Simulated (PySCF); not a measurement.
Run times: lead in x2c-TZVPall-2c with one added diffuse shell each of s, p, d, f type

Measured wall times of calculations with PySCF 2.14 in x2c-TZVPall-2c with one added diffuse shell each of s, p, d, f type (12s12p10d4f, 126 functions), with two-component X2C-1e, run from one Python driver. Hardware: 1 thread of Intel(R) Xeon(R) 6975P-C on a shared host, 3 GiB allowed. The two-electron integrals over 126 functions were computed once and kept in memory (11 CPU seconds with the set-up); the times below exclude them.

Launch command (the driver calls PySCF for each step listed in the task file):

```bash
OMP_NUM_THREADS=1 python sorun2.py TASK.json OUT
```

| species | step | iterations | wall time (s) |
| --- | --- | --- | --- |
| Pb [Xe] 4f14 5d10 6s2 6p2 | GHF, spin-free | 9 | 7.8 |
| Pb [Xe] 4f14 5d10 6s2 6p2 | GMP2 (22 electrons), spin-free |  | 2.1 |
| Pb [Xe] 4f14 5d10 6s2 6p2 | GMP2 (22 electrons), screened spin-orbit |  | 1.1 |
| Pb⁺ [Xe] 4f14 5d10 6s2 6p1 | GHF, spin-free | 16 | 12 |
| Pb⁺ [Xe] 4f14 5d10 6s2 6p1 | GMP2 (21 electrons), spin-free |  | 1.1 |
| Pb⁺ [Xe] 4f14 5d10 6s2 6p1 | GHF, screened spin-orbit | 10 | 8.3 |
| Pb⁺ [Xe] 4f14 5d10 6s2 6p1 | GMP2 (21 electrons), screened spin-orbit |  | 1.1 |

Problem. Roughly how long does GHF, screened spin-orbit take for Pb [Xe] 4f14 5d10 6s2 6p2 here?

Solution. About 16 s.

Peak memory of the process: 0.7 GiB. Times on a shared host vary from run to run.
